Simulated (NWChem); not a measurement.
System: C₄H₉Si, doublet; SMILES C(=C)[Si](C)C

Here is an NWChem input.

```
start job
memory heap 200 mb stack 900 mb global 1100 mb
geometry units angstroms noautosym nocenter noautoz
  C      0.028426    -2.351300     0.173910
  C      0.739809    -1.235187    -0.077469
  Si     0.033479     0.443294    -0.458746
  C      1.122265     1.838008     0.233684
  C     -1.776154     0.616209     0.092025
  H     -1.058952    -2.345919     0.227021
  H      0.501048    -3.318437     0.340109
  H      1.827034    -1.338237    -0.126231
  H      0.788694     2.815850    -0.130734
  H      1.088553     1.859599     1.331458
  H      2.167582     1.708831    -0.068161
  H     -1.867803     0.534399     1.183504
  H     -2.408997    -0.156237    -0.358197
  H     -2.179673     1.589878    -0.207256
end
basis spherical
  * library def2-svp
end
dft
  odft
  mult 2
  xc hfexch
  iterations 150
end
property
  hyperfine
end
task dft property
```

Output (shortened):

```
             Northwest Computational Chemistry Package (NWChem) 7.3.0
             --------------------------------------------------------

                             Geometry "geometry" -> ""
                             -------------------------

 Output coordinates in angstroms (scale by  1.889725989 to convert to a.u.)

  No.       Tag          Charge          X              Y              Z
 ---- ---------------- ---------- -------------- -------------- --------------
    1 C                    6.0000     0.02842600    -2.35130000     0.17391000
    2 C                    6.0000     0.73980900    -1.23518700    -0.07746900
    3 Si                  14.0000     0.03347900     0.44329400    -0.45874600
    4 C                    6.0000     1.12226500     1.83800800     0.23368400
    5 C                    6.0000    -1.77615400     0.61620900     0.09202500
    6 H                    1.0000    -1.05895200    -2.34591900     0.22702100
    7 H                    1.0000     0.50104800    -3.31843700     0.34010900
    8 H                    1.0000     1.82703400    -1.33823700    -0.12623100
    9 H                    1.0000     0.78869400     2.81585000    -0.13073400
   10 H                    1.0000     1.08855300     1.85959900     1.33145800
   11 H                    1.0000     2.16758200     1.70883100    -0.06816100
   12 H                    1.0000    -1.86780300     0.53439900     1.18350400
   13 H                    1.0000    -2.40899700    -0.15623700    -0.35819700
   14 H                    1.0000    -2.17967300     1.58987800    -0.20725600

 Effective nuclear repulsion energy (a.u.)     209.8756291914

  xc_inp: hfexch multiplicative factor not found.
                              NWChem Property Module
                              ----------------------

  itol2e modified to match energy
  convergence criterion.

                                 NWChem DFT Module
                                 -----------------

 Summary of "ao basis" -> "ao basis" (spherical)
 ------------------------------------------------------------------------------
       Tag                 Description            Shells   Functions and Types
 ---------------- ------------------------------  ------  ---------------------
 C                          def2-svp                 6       14   3s2p1d
 Si                         def2-svp                 8       18   4s3p1d
 H                          def2-svp                 3        5   2s1p

  itol2e modified to match energy
  convergence criterion.

            General Information
            -------------------
          SCF calculation type: DFT
          Wavefunction type:  spin polarized.
          No. of atoms     :    14
          No. of electrons :    47
           Alpha electrons :    24
            Beta electrons :    23
          Charge           :     0
          Spin multiplicity:     2
          Use of symmetry is: off; symmetry adaption is: off
          Maximum number of iterations: 150
          AO basis - number of functions:   119
                     number of shells:    59
          Convergence on energy requested:  1.00D-07
          Convergence on density requested:  1.00D-05
          Convergence on gradient requested:  5.00D-04

              XC Information
              --------------
                     Hartree-Fock (Exact) Exchange  1.000

      Superposition of Atomic Density Guess
      -------------------------------------

 Sum of atomic energies:        -443.73129753

      Non-variational initial energy
      ------------------------------

 Total energy =    -446.636569
 1-e energy   =   -1022.802694
 2-e energy   =     366.290496
 HOMO         =      -0.121206
 LUMO         =       0.001628

   convergence    iter        energy       DeltaE   RMS-Dens  Diis-err
 ---------------- ----- ----------------- --------- --------- ---------
 d= 0,ls=0.0,diis     1   -445.3168554649 -6.55D+02  3.20D-03  9.06D-02
                                                     2.23D-03  8.24D-02
 d= 0,ls=0.0,diis     2   -445.3873074840 -7.05D-02  1.07D-03  9.07D-03
                                                     9.29D-04  1.03D-02
 d= 0,ls=0.0,diis     3   -445.3976614301 -1.04D-02  7.46D-04  2.14D-03
                                                     4.01D-04  1.37D-03
 d= 0,ls=0.0,diis     4   -445.4003141788 -2.65D-03  4.14D-04  2.32D-04
                                                     2.55D-04  2.14D-04
 d= 0,ls=0.0,diis     5   -445.4010676532 -7.53D-04  1.77D-04  8.31D-05
                                                     1.43D-04  7.43D-05
  Resetting Diis
 d= 0,ls=0.0,diis     6   -445.4013754197 -3.08D-04  1.50D-04  5.17D-05
                                                     1.44D-04  6.21D-05
 d= 0,ls=0.0,diis     7   -445.4016599209 -2.85D-04  8.56D-05  4.90D-05
                                                     6.68D-05  4.39D-05
 d= 0,ls=0.0,diis     8   -445.4017951044 -1.35D-04  2.66D-04  4.05D-05
                                                     2.26D-04  4.36D-05
 d= 0,ls=0.0,diis     9   -445.4021834587 -3.88D-04  7.74D-04  3.46D-05
                                                     6.56D-04  2.28D-05
 d= 0,ls=0.0,diis    10   -445.4026266844 -4.43D-04  3.10D-04  5.25D-06
                                                     2.52D-04  4.74D-06
 d= 0,ls=0.0,diis    11   -445.4026123949  1.43D-05  9.88D-05  4.16D-06
                                                     8.70D-05  2.82D-06
 d= 0,ls=0.0,diis    12   -445.4026445232 -3.21D-05  6.68D-05  7.30D-07
                                                     5.85D-05  6.15D-07
 d= 0,ls=0.0,diis    13   -445.4026518459 -7.32D-06  1.24D-05  3.04D-08
                                                     1.06D-05  1.85D-08
 d= 0,ls=0.0,diis    14   -445.4026519377 -9.18D-08  1.86D-06  4.95D-09
                                                     1.28D-06  3.94D-09

         Total DFT energy =     -445.402651937741
      One electron energy =    -1027.663615364235
           Coulomb energy =      416.675878399825
    Exchange-Corr. energy =      -44.290544164752
 Nuclear repulsion energy =      209.875629191421

 Numeric. integr. density =        0.000000000000

                    DFT Final Alpha Molecular Orbital Analysis
                    ------------------------------------------

[...]

          ----------------------
          Hyperfine Interactions
          ----------------------

 Total Spin Density (Fermi Contact Term)
 ------------------ --------------------
     Atom            x         y         z       Density (a.u.)      Aiso(MHz)     Aiso(Gauss)
     1  13-C      0.05372  -4.44331   0.32864       0.152657        171.615578      61.236602
     2  13-C      1.39804  -2.33416  -0.14640      -0.109389       -122.974176     -43.880170
     3  29-Si     0.06327   0.83770  -0.86690       0.558588       -496.432538    -177.139175
     4  13-C      2.12077   3.47333   0.44160       0.015817         17.780906       6.344659
     5  13-C     -3.35644   1.16447   0.17390       0.021018         23.628566       8.431246
     6   1-H     -2.00113  -4.43314   0.42901      -0.012742        -56.953942     -20.322548
     7   1-H      0.94684  -6.27094   0.64271      -0.012718        -56.846112     -20.284072
     8   1-H      3.45259  -2.52890  -0.23854       0.009921         44.347241      15.824172
     9   1-H      1.49042   5.32118  -0.24705       0.000644          2.877913       1.026909
    10   1-H      2.05707   3.51413   2.51609       0.009458         42.274629      15.084614
    11   1-H      4.09614   3.22922  -0.12881       0.000099          0.440350       0.157127
    12   1-H     -3.52964   1.00987   2.23650       0.008613         38.499654      13.737611
    13   1-H     -4.55234  -0.29525  -0.67689       0.000304          1.360612       0.485499
    14   1-H     -4.11898   3.00443  -0.39166       0.000311          1.391904       0.496665

           -------------------------------------------
           Anisotropic Interaction (Spin-Dipolar Term)
           -------------------------------------------

 ------------------------------------------------------------
     Atom            x         y         z
 ------------------------------------------------------------
     1  13-C      0.05372  -4.44331   0.32864

   Spin-Dipolar term (a.u.)
        xx             yy             zz             xy             xz             yz
 ------------------------------------------------------------------------------------------
      -0.255439      -0.224655       0.480094      -0.001034       0.046830       0.165140

   Principal Comp. of -hf- tensor (au)            Anisotropic -hfcc- (MHz)               Anisotropic -hfcc- (Gauss)
 --------------------------------------------------------------------------------------------------------------------------
     -0.248478    -0.271064     0.519541     -33.343309   -36.374164    69.717472     -11.897702   -12.979184    24.876886

   Orientation of the principal axis of Hyperfine Tensor w.r.t absolute (molecular) frame
 --------------------------------------------------------------------------------------------------------------------------
      0.756031     0.651907     0.058603
     -0.647145     0.731073     0.216184
      0.098088    -0.201366     0.974592

 ------------------------------------------------------------
     Atom            x         y         z
 ------------------------------------------------------------
     2  13-C      1.39804  -2.33416  -0.14640

   Spin-Dipolar term (a.u.)
        xx             yy             zz             xy             xz             yz
 ------------------------------------------------------------------------------------------
       0.196104       0.218462      -0.414566      -0.005840      -0.030968      -0.128513

   Principal Comp. of -hf- tensor (au)            Anisotropic -hfcc- (MHz)               Anisotropic -hfcc- (Gauss)
 --------------------------------------------------------------------------------------------------------------------------
      0.197661     0.243558    -0.441219      26.524251    32.683184   -59.207435       9.464496    11.662153   -21.126650

   Orientation of the principal axis of Hyperfine Tensor w.r.t absolute (molecular) frame
 --------------------------------------------------------------------------------------------------------------------------
      0.998770     0.004413     0.049386
     -0.013801     0.981414     0.191404
     -0.047624    -0.191850     0.980268

 ------------------------------------------------------------
     Atom            x         y         z
 ------------------------------------------------------------
     3  29-Si     0.06327   0.83770  -0.86690

   Spin-Dipolar term (a.u.)
        xx             yy             zz             xy             xz             yz
 ------------------------------------------------------------------------------------------
      -0.656087      -0.601124       1.257211      -0.013186      -0.031029      -0.173621

   Principal Comp. of -hf- tensor (au)            Anisotropic -hfcc- (MHz)               Anisotropic -hfcc- (Gauss)
 --------------------------------------------------------------------------------------------------------------------------
     -0.662223    -0.611527     1.273750      70.251316    64.873222  -135.124538      25.067374    23.148340   -48.215714

   Orientation of the principal axis of Hyperfine Tensor w.r.t absolute (molecular) frame
 --------------------------------------------------------------------------------------------------------------------------
      0.942208    -0.334674    -0.015379
      0.331956     0.938789    -0.092092
      0.045258     0.081664     0.995632

 ------------------------------------------------------------
     Atom            x         y         z
 ------------------------------------------------------------
     4  13-C      2.12077   3.47333   0.44160

   Spin-Dipolar term (a.u.)
        xx             yy             zz             xy             xz             yz
 ------------------------------------------------------------------------------------------
      -0.002878      -0.002064       0.004942       0.009862       0.016644       0.018673

   Principal Comp. of -hf- tensor (au)            Anisotropic -hfcc- (MHz)               Anisotropic -hfcc- (Gauss)
 --------------------------------------------------------------------------------------------------------------------------
     -0.018924    -0.012283     0.031207      -2.539421    -1.648307     4.187729      -0.906127    -0.588156     1.494283

   Orientation of the principal axis of Hyperfine Tensor w.r.t absolute (molecular) frame
 --------------------------------------------------------------------------------------------------------------------------
      0.401637    -0.773174     0.490804
      0.564097     0.631058     0.532504
     -0.721444     0.062988     0.689602

 ------------------------------------------------------------
     Atom            x         y         z
 ------------------------------------------------------------
     5  13-C     -3.35644   1.16447   0.17390

   Spin-Dipolar term (a.u.)
        xx             yy             zz             xy             xz             yz
 ------------------------------------------------------------------------------------------
       0.014524      -0.011979      -0.002544      -0.001684      -0.023953       0.002182

   Principal Comp. of -hf- tensor (au)            Anisotropic -hfcc- (MHz)               Anisotropic -hfcc- (Gauss)
 --------------------------------------------------------------------------------------------------------------------------
      0.031577    -0.012049    -0.019528       4.237342    -1.616914    -2.620429       1.511986    -0.576954    -0.935032

   Orientation of the principal axis of Hyperfine Tensor w.r.t absolute (molecular) frame
 --------------------------------------------------------------------------------------------------------------------------
      0.815150     0.112045     0.568310
     -0.060370     0.992204    -0.109027
     -0.576095     0.054565     0.815559

 ------------------------------------------------------------
     Atom            x         y         z
 ------------------------------------------------------------
     6   1-H     -2.00113  -4.43314   0.42901

   Spin-Dipolar term (a.u.)
        xx             yy             zz             xy             xz             yz
 ------------------------------------------------------------------------------------------
       0.033991      -0.031290      -0.002701      -0.003330      -0.000156       0.004545

   Principal Comp. of -hf- tensor (au)            Anisotropic -hfcc- (MHz)               Anisotropic -hfcc- (Gauss)
 --------------------------------------------------------------------------------------------------------------------------
      0.034165    -0.032156    -0.002008      18.228697   -17.157121    -1.071576       6.504442    -6.122077    -0.382364

   Orientation of the principal axis of Hyperfine Tensor w.r.t absolute (molecular) frame
 --------------------------------------------------------------------------------------------------------------------------
      0.998614     0.049341     0.018292
     -0.051546     0.987139     0.151328
     -0.010590    -0.152062     0.988314

 ------------------------------------------------------------
     Atom            x         y         z
 ------------------------------------------------------------
     7   1-H      0.94684  -6.27094   0.64271

   Spin-Dipolar term (a.u.)
        xx             yy             zz             xy             xz             yz
 ------------------------------------------------------------------------------------------
      -0.019608       0.019907      -0.000298      -0.031546       0.008479      -0.004077

[...]
```

Level: UHF/def2-SVP, contact and dipolar terms. Coordinates come from a B3LYP/6-31G* (spherical d), spin-unrestricted optimisation. The determinant is spin-contaminated (<S²> = 0.91). No stability test was run on the SCF state.
